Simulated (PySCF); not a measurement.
F3Sc.

```xyz
4

Sc     0.0000     0.0000     0.0000
F     -1.8285     0.0000     0.0000
F      0.9142     1.5835     0.0000
F      0.9142    -1.5835     0.0000
```
Charge 0, spin multiplicity 1.

Geometry: B3LYP-D3(BJ)/def2-SVP. The isomer is the one that the SMILES or the coordinates give; other isomers of the formula were not compared.

Calculation: PySCF with KT2/pcSseg-2. Non-relativistic, no solvent.

Computed absolute GIAO shielding of each atom: isotropic value and principal components (ppm):
| atom | σ(iso) | σ11 | σ22 | σ33 | span |
|---|---|---|---|---|---|
| Sc1 | 634.7 | 263.0 | 820.6 | 820.6 | 557.6 |
| F2 | -79.4 | -511.8 | -118.4 | 392.0 | 903.9 |
| F3 | -79.4 | -511.8 | -118.4 | 392.0 | 903.9 |
| F4 | -79.4 | -511.8 | -118.4 | 392.0 | 903.9 |
